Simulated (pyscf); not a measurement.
# F–B(Cl)–Cl (SMILES FB(Cl)Cl), singlet

Gas-phase minimum from PySCF at ωB97X-D3(BJ)/def2-SVP, one conformer. 

SMILES: ClB(F)Cl
```xyz
4

F      1.4977    -0.4509    -0.8708
B      0.2411    -0.0644    -0.8266
Cl    -0.1283     1.6399    -0.8460
Cl    -1.0202    -1.2663    -0.7480
```
Charge 0, spin multiplicity 1.

Bonded distances (Å): F1–B2 1.315, B2–Cl3 1.744, B2–Cl4 1.744. Bond angles (°): F1–B2–Cl3 119.3, F1–B2–Cl4 119.3, Cl3–B2–Cl4 121.4.

Properties at ωB97X-D3(BJ)/def2-SVP:

```json
{
  "harmonic_wavenumbers_unscaled": "270, 371, 527, 574, 1044, 1364 cm⁻¹",
  "zero_point_energy": "5.9 kcal/mol",
  "rotational_symmetry_number": "2",
  "Entropy of this conformer at 298 K and 1 atm, rigid rotor and harmonic oscillator, modes under 100 cm⁻¹ raised to 100": "286.9 J/(mol K)",
  "dipole_moment": "0.19 D"
}
```

Single-point totals, which compare only within one level (frozen core for MP2 and CC):

```tsv
level	total energy (hartree)
ωB97X-D3(BJ)/def2-TZVP	-1045.34814
PBE/def2-TZVP	-1044.80893
r²SCAN/def2-TZVP	-1045.20204
B3LYP-D3(BJ)/def2-TZVP	-1045.35422
PBE0-D3(BJ)/def2-TZVP	-1044.88889
M06-2X/def2-TZVP	-1045.24756
ωB97M-D3(BJ)/def2-TZVP	-1045.44679
HF/def2-TZVPP	-1043.34851
MP2/def2-TZVPP	-1044.06584
CCSD/def2-TZVPP	-1044.09696
CCSD(T)/def2-TZVPP	-1044.12654
```

The CCSD(T) − MP2 part came from Ansatz, without density fitting, on the same reference.
